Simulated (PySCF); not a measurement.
Dissociation curve of AlH, singlet.

- RKS-BHandHLYP = PySCF 2.14.0 with restricted BHandHLYP/cc-pVTZ
- RHF/cc-pVTZ (PySCF)
- UKS-M06-2X/6-31G* = unrestricted M06-2X/6-31G*, spherical d (PySCF)
- RMP2 = MP2 on RHF/cc-pVTZ, 5 core orbitals frozen (PySCF)

Energies are in kcal/mol, each relative to the lowest point of its own curve near equilibrium.

| R / Å | RKS-BHandHLYP | RHF | UKS-M06-2X/6-31G* | RMP2 |
|---|---|---|---|---|
| 1.24 | 36.9 | 38.2 | 39.1 | 37.6 |
| 1.34 | 18.0 | 18.7 | 19.3 | 18.3 |
| 1.41 | 9.7 | 10.1 | 10.6 | 9.9 |
| 1.50 | 3.3 | 3.5 | 3.8 | 3.4 |
| 1.58 | 0.7 | 0.7 | 0.9 | 0.7 |
| 1.60 | 0.3 | 0.4 | 0.5 | 0.3 |
| 1.66 | 0.0 | 0.0 | 0.0 | 0.0 |
| 1.70 | 0.3 | 0.3 | 0.2 | 0.3 |
| 1.78 | 1.7 | 1.7 | 1.4 | 1.7 |
| 1.84 | 3.3 | 3.4 | 3.0 | 3.4 |
| 1.92 | 6.1 | 6.3 | 5.7 | 6.3 |
| 2.05 | 11.6 | 12.1 | 11.1 | 12.0 |
| 2.24 | 20.7 | 21.6 | 20.1 | 21.4 |
| 2.49 | 32.9 | 34.5 | 32.4 | 34.1 |
| 2.72 | 43.6 | 45.9 | 43.3 | 45.2 |
| 2.96 | 53.9 | 56.9 | 53.7 | 55.9 |
| 3.33 | 67.5 | 71.8 | 63.3 | 70.0 |
| 3.71 | 78.9 | 84.8 | 68.1 | 81.6 |
| 4.06 | 87.4 | 95.0 | 70.4 | 89.9 |
| 4.46 | 95.2 | 104.7 | 72.2 | 96.9 |
| 5.04 | 103.5 | 116.0 | 72.2 | 102.5 |
| 5.84 | 111.1 | 127.2 | 72.2 | 103.2 |
| 6.63 | 115.6 | 134.4 | 72.2 | 98.7 |

At the longest distance, 6.63 Å, RHF lies highest above its minimum (134.4 kcal/mol) and UKS-M06-2X/6-31G* lowest (72.2 kcal/mol).

The RMP2 curve passes through a maximum at 5.84 Å and then falls by 4.4 kcal/mol up to the last usable point.

At the longest distance RKS-BHandHLYP leaves fractional charges on the fragments, a sign of delocalisation error or of the restricted form. The restricted form behind RKS-BHandHLYP, RHF, RMP2 keeps the bonding electrons paired and can't separate into open-shell fragments. The unrestricted determinant behind UKS-M06-2X/6-31G* is spin-contaminated at 2.96 to 6.63 Å (<S²> up to 1.0, against 0.00 for a pure singlet). The T1 diagnostic of CCSD on the restricted reference of RMP2 exceeds 0.045 at 2.96 to 6.63 Å.
